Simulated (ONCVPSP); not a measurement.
# Ranking ONCV potentials for Sm

All share these settings but for the change named:

ONCVPSP 4.0.1 input, shortened (lines: element, Z, core and valence counts, functional; n l f; lmax; l rc ep ncon nbas qcut; lloc lpopt rc5 dvloc0; l nproj debl; icmod fcfact rcfact), PBE, scalar-relativistic:

```
  Sm 62.00   10    4        4      upf
    1    0    2.00
    2    0    2.00
    2    1    6.00
    3    0    2.00
    3    1    6.00
    3    2   10.00
    4    0    2.00
    4    1    6.00
    4    2   10.00
    4    3    5.00
    5    0    2.00
    5    1    6.00
    5    2    1.00
    6    0    2.00
    2
    0    2.30    0.00    3    6    4.00
    1    2.20    0.00    4    7    5.10
    2    2.60    0.00    4    8    3.10
    4    4    2.15    3.00
    0    2    3.80
    1    2    0.90
    2    3    3.60
    1    0.55    0.00
```

In the p channel the program set the typed energies aside and used -0.955, 0.250 Ha.

Cutoff: the first of the cutoffs (Ha) at which the residual kinetic energy of the hardest occupied pseudo-wave falls to 1 and 0.1 mHa per electron; the density cutoff is not measured.

The base gives 18 Ha.

Of 7 variants that were run, those that failed, showed a ghost or another fault, or gave nearly equal values are left out.

A variant can come out equal or close to the base.

Q: Rank these variants from softest to hardest (loose cutoff).
A. s: qcut 4.6; p: qcut 5.9; d: qcut 3.6
B. all radii but the core radius scaled by about 1.25 (s 2.86, p 2.74, d 3.24 bohr); local potential polynomial inside 2.68 bohr (lpopt 4, dvloc0 3 Ha)
C. p: qcut 3.8

A: B (7 Ha), A (11 Ha), C (18 Ha).
